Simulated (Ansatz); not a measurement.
The cluster PbBr2 was relaxed with B3LYP-D4 (def2-TZVP) in Ansatz in these states: neutral quintet, neutral singlet, neutral triplet. The geometries follow in no particular order.

In the def2 sets Pb takes a core potential; there is no spin–orbit coupling.

A:

```xyz
3

Pb    0.246    0.099   -0.743
Br   -2.266    0.913   -0.210
Br    2.020   -1.013    0.953
```

B:

```xyz
3

Pb    0.0313    0.9147    0.6441
Br   -1.7169    0.2196   -1.2009
Br    1.6856   -1.1343    0.5568
```

C:

```csv
atom,x (Å),y (Å),z (Å)
Pb1,0.001,0.000,-0.002
Br2,-2.486,1.264,-2.108
Br3,2.484,-1.264,2.110
```

Judge from the bond lengths which geometry belongs to which state (an estimate).

A is the neutral triplet (Pb1–Br2 2.694 Å, Pb1–Br3 2.694 Å); B is the neutral singlet (Pb1–Br2 2.635 Å, Pb1–Br3 2.635 Å); C is the neutral quintet (Pb1–Br2 3.496 Å, Pb1–Br3 3.496 Å).

At PBE0-D4/def2-TZVP a singlet lies 2.91 eV below the neutral triplet. At PBE0-D4/def2-TZVP a singlet lies 6.74 eV below the neutral quintet. These are the stationary points nearest to one start from a short search; other shapes may lie lower in each state.
